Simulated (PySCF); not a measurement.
Input file for PySCF: D3(BJ) and D4 dispersion corrections on CH4SSn (SMILES [CH3][Sn][SH]), a point of a torsion scan.

```python
from pyscf import gto
from pyscf.dispersion import dftd3, dftd4

mol = gto.M(
    atom='''
    C    -1.02795529   -0.14860519   -0.06602089
    Sn    0.20405281    1.74149733   -0.28477038
    S     2.11849424    0.71366699   -1.40145352
    H    -0.55831918   -1.04741942   -0.46669891
    H    -1.99170012   -0.03252996   -0.56768759
    H    -1.24709670   -0.33700830    0.98764562
    H     1.70275903   -0.53863125   -1.44617709
    ''',
    basis='def2-svp',
    charge=0, spin=0, verbose=0, max_memory=1800)
d3, d4 = {}, {}
for xc in ['hf', 'pbe', 'blyp', 'revpbe', 'tpss', 'r2scan', 'b3lyp', 'pbe0', 'bhlyp', 'camb3lyp', 'b2plyp']:
    d3[xc] = float(dftd3.DFTD3Dispersion(mol, xc=xc, version='d3bj', atm=False).get_dispersion()['energy'])
    print(f'D3(BJ) {xc:10s} {d3[xc]:14.8f} Eh')
for xc in ['hf', 'pbe', 'blyp', 'revpbe', 'tpss', 'r2scan', 'b3lyp', 'pbe0', 'bhlyp', 'camb3lyp', 'b2plyp']:
    d4[xc] = float(dftd4.DFTD4Dispersion(mol, xc={'camb3lyp': 'cam-b3lyp'}.get(xc, xc), atm=True).get_dispersion()['energy'])
    print(f'D4     {xc:10s} {d4[xc]:14.8f} Eh')
```

Output:

```
D3(BJ) hf            -0.04758924 Eh
D3(BJ) pbe           -0.00585895 Eh
D3(BJ) blyp          -0.01360615 Eh
D3(BJ) revpbe        -0.01388391 Eh
D3(BJ) tpss          -0.00772476 Eh
D3(BJ) r2scan        -0.00160748 Eh
D3(BJ) b3lyp         -0.01139987 Eh
D3(BJ) pbe0          -0.00541308 Eh
D3(BJ) bhlyp         -0.01010854 Eh
D3(BJ) camb3lyp      -0.00551220 Eh
D3(BJ) b2plyp        -0.00596341 Eh
D4     hf            -0.01907269 Eh
D4     pbe           -0.00584179 Eh
D4     blyp          -0.01256388 Eh
D4     revpbe        -0.01525875 Eh
D4     tpss          -0.00781817 Eh
D4     r2scan        -0.00128787 Eh
D4     b3lyp         -0.00960944 Eh
D4     pbe0          -0.00495998 Eh
D4     bhlyp         -0.00862767 Eh
D4     camb3lyp      -0.00515191 Eh
D4     b2plyp        -0.00402319 Eh
```

The run finished.

Cost: roughly 0.03 core-seconds.
